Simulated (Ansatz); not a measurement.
Basis-set extrapolation for C₂H₄AlFS (PBE0-D4/def2-TZVP geometry, frozen core, the Gaussian-basis code of Ansatz). Multiplicity 1, RHF reference.

```json
{"": "HF", "def2-TZVPP": "-816.987959", "def2-QZVPP": "-817.014652"}
{"": "MP2 correlation", "def2-TZVPP": "-0.825538", "def2-QZVPP": "-0.891570"}
{"": "CCSD(T) correlation", "def2-TZVPP": "-0.903261", "def2-QZVPP": "not run"}
```

Energies in hartree. Use E(X) = E(∞) + A·exp(−7.88·√X) for Hartree–Fock and E(X) = E(∞) + B·X^(−2.97) for correlation, with X = 3 and 4, and add CCSD(T) minus MP2 of the smaller set to the MP2 limit.

Problem. What is the CCSD(T) energy at the basis-set limit?

Solution. HF limit: -817.014652 + (-0.026693) × 0.13774 = -817.01833. MP2 limit: -0.891570 + (-0.066032) × 0.74074 = -0.94048. Higher-order term: -0.903261 − (-0.825538) = -0.07772. Total: -818.03653 hartree, 381.5 kJ/mol below CCSD(T)/def2-TZVPP.
